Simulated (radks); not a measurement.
Values are calculated unless marked as measured or tabulated.
All-electron atom: Ge+ in [Ar] 3d9 4s2 4p2 (not the ground configuration). Code: a radial shooting solver on a logarithmic mesh with Libxc functionals. Model: scalar-relativistic Kohn-Sham, PBEsol, spin-unpolarised, spherical densities, point nucleus.

Normalised radial functions P(r) = r R(r), r in bohr:

r,4p
0.002063,0.0005
0.002364,0.0006
0.002708,0.0008
0.003103,0.0011
0.003526,0.0014
0.00404,0.0017
0.004629,0.0022
0.005303,0.0029
0.006075,0.0037
0.00696,0.0047
0.007975,0.0060
0.009136,0.0077
0.01047,0.0098
0.01199,0.0125
0.01363,0.0157
0.01562,0.0198
0.01789,0.0249
0.0205,0.0312
0.02348,0.0389
0.0269,0.0481
0.03082,0.0590
0.03531,0.0717
0.04046,0.0863
0.04635,0.1025
0.0531,0.1201
0.06036,0.1372
0.06915,0.1551
0.07922,0.1712
0.09076,0.1836
0.104,0.1899
0.1191,0.1874
0.1365,0.1734
0.1564,0.1456
0.1792,0.1026
0.2053,0.0446
0.2333,-0.0215
0.2673,-0.0993
0.3062,-0.1774
0.3508,-0.2462
0.4019,-0.2950
0.4605,-0.3139
0.5276,-0.2956
0.6044,-0.2370
0.6925,-0.1402
0.7933,-0.0123
0.9089,0.1358
1.033,0.2814
1.184,0.4290
1.356,0.5559
1.553,0.6503
1.78,0.7034
2.039,0.7105
2.336,0.6726
2.676,0.5967
3.066,0.4947
3.513,0.3819
3.993,0.2797
4.574,0.1860
5.241,0.1131
6.004,0.0620
6.879,0.0302
7.881,0.0129

4p: eigenvalue -13.195 eV, 2 radial nodes at r = 0.224, 0.803 bohr, <r> = 2.35 bohr, 90 % of the charge inside 3.56 bohr.
